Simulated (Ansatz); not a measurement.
# Redistribution: CH8O3Si2 + SiH2(OH)(SiH3) → CH8O4Si2 + SiH3(SiH3)

Species: CH8O3Si2 `C[SiH](O)[SiH](O)O`, singlet; SiH2(OH)(SiH3) (disilanol), singlet; CH8O4Si2 `C[SiH](O)[Si](O)(O)O`, singlet; SiH3(SiH3) (disilane), singlet. The partners trade H for OH; both sit on Si, so the bond types are kept.

Shapes, held fixed at every level: PBE0-D4/def2-TZVP. Flexible molecules stand in one conformer, not always the lowest. Programs: Ansatz 0.2.0. Electronic energies: no zero-point or thermal term.

(1) Estimate ΔE of this reaction.

Answers

(1) The highest level, CCSD(T)/CBS estimate, gives ΔE = -47.3 kJ/mol; the levels span -51.2 to -45.1. The column of differences is taken from that level and isn't an error. No measured value is set beside it here. The CBS estimate extrapolates MP2 from def2-TZVPP and def2-QZVPP and adds CCSD(T) − MP2 in the triple-zeta set, cores frozen.

| level | kind | ΔE (kJ/mol) | less CCSD(T)/CBS estimate |
| --- | --- | --- | --- |
| HF/def2-TZVPP | Hartree–Fock | -45.1 | +2.2 |
| r2SCAN-D4/def2-TZVPP | meta-GGA | -51.2 | -3.9 |
| B3LYP-D4/def2-TZVPP | global hybrid | -47.6 | -0.3 |
| wB97X-V/def2-TZVPP | range-separated hybrid | -47.2 | +0.1 |
| B2PLYP/def2-TZVPP | double hybrid | -45.6 | +1.7 |
| CCSD(T)/def2-TZVPP | coupled cluster or CI | -48.8 | -1.5 |
| CCSD(T)/CBS estimate | coupled cluster or CI | -47.3 | 0.0 |
